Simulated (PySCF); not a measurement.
CH8GeOSi2.
Atom-mapped SMILES: `[CH2:1]1[O:2][GeH2:3][SiH2:4][SiH2:5]1` (hydrogens: H6, H7 on C1; H8, H9 on Ge3; H10, H11 on Si4; H12, H13 on Si5)

Method: PBE0-D3(BJ)/def2-SVP geometry optimisation, gas phase (PySCF 2.14.0); density fitting, grid level 1; the optimiser is geomeTRIC in internal coordinates, started from a GFN2-xTB structure with every atom displaced at random (about 0.01 Å).

Step 4: E = -75456.5170 eV
```
atom  x, y, z in Å  |  force x, y, z in eV/Å
C1      0.4600   -1.5343    0.1028    0.019   0.106  -0.085
O2      1.3950   -0.6443    0.6583   -0.014  -0.116   0.099
Ge3     1.4662    1.0613    0.0878   -0.038   0.106  -0.084
Si4    -0.8671    1.4507   -0.2671    0.000  -0.025   0.059
Si5    -1.3328   -0.8238    0.0883    0.008   0.019  -0.018
H6      0.4739   -2.4577    0.7009    0.006  -0.105   0.065
H7      0.7319   -1.8363   -0.9294   -0.002   0.024  -0.025
H8      2.1670    1.8203    1.2218    0.012  -0.003   0.026
H9      2.3118    1.1262   -1.2021    0.037  -0.020  -0.025
H10    -1.4332    2.3667    0.7679   -0.031   0.006  -0.030
H11    -1.1909    1.9327   -1.6427    0.004   0.019   0.002
H12    -2.1537   -1.4423   -0.9979   -0.017  -0.026   0.002
H13    -2.0151   -1.0435    1.4002    0.017   0.016   0.015
```

Step 5: E = -75456.5215 eV
```
atom  x, y, z in Å  |  force x, y, z in eV/Å
C1      0.4591   -1.5282    0.0911    0.022   0.103  -0.043
O2      1.3728   -0.6448    0.6947    0.004  -0.118   0.063
Ge3     1.4626    1.0541    0.1058   -0.033   0.137  -0.115
Si4    -0.8673    1.4505   -0.2754    0.008  -0.062   0.083
Si5    -1.3345   -0.8222    0.0966    0.005   0.001  -0.027
H6      0.4842   -2.4763    0.6505   -0.008  -0.077   0.043
H7      0.7448   -1.7797   -0.9511   -0.004   0.012  -0.016
H8      2.1737    1.8215    1.2274    0.000  -0.008   0.034
H9      2.3058    1.0985   -1.1888    0.032  -0.036  -0.002
H10    -1.4474    2.3725    0.7459   -0.031   0.017  -0.039
H11    -1.1757    1.9116   -1.6616    0.003   0.033   0.004
H12    -2.1754   -1.4490   -0.9700   -0.012  -0.019   0.005
H13    -1.9895   -1.0326    1.4238    0.015   0.017   0.011
```

Task: Estimate the geometry and energy of step 6. (The exact step hangs on the optimiser's Hessian estimate; all steps are aligned on step 5, rigid shifts and turns removed.)

Result: E = -75456.5249 eV, largest force 0.118 eV/Å
```
atom  x, y, z in Å  |  force x, y, z in eV/Å
C1      0.4595   -1.5205    0.0786    0.012   0.049   0.012
O2      1.3525   -0.6458    0.7259    0.015  -0.062   0.005
Ge3     1.4595    1.0496    0.1182   -0.018   0.092  -0.072
Si4    -0.8688    1.4490   -0.2812    0.007  -0.065   0.061
Si5    -1.3354   -0.8217    0.1038    0.000  -0.017  -0.032
H6      0.4933   -2.4909    0.6020   -0.014  -0.019   0.005
H7      0.7560   -1.7255   -0.9712   -0.001  -0.001  -0.003
H8      2.1750    1.8202    1.2358   -0.011  -0.008   0.016
H9      2.3080    1.0636   -1.1753    0.015  -0.028   0.017
H10    -1.4669    2.3796    0.7215   -0.014   0.020  -0.029
H11    -1.1623    1.8978   -1.6750    0.004   0.030   0.004
H12    -2.1965   -1.4593   -0.9411   -0.006  -0.004   0.008
H13    -1.9610   -1.0205    1.4468    0.010   0.013   0.007
```

The energy changes by -0.0035 eV. The first-order estimate −F·Δx gives -0.0050 eV and the mean of the old and new forces, exact on a quadratic surface, -0.0032 eV. The step makes an angle of 82° with the force vector and moves no atom by more than 0.059 Å.

What follows is the cost of the whole optimisation. Hardware: Arm Neoverse V2, one thread, on a shared host. Cost: 80 s wall, 0.55 GiB resident at most.
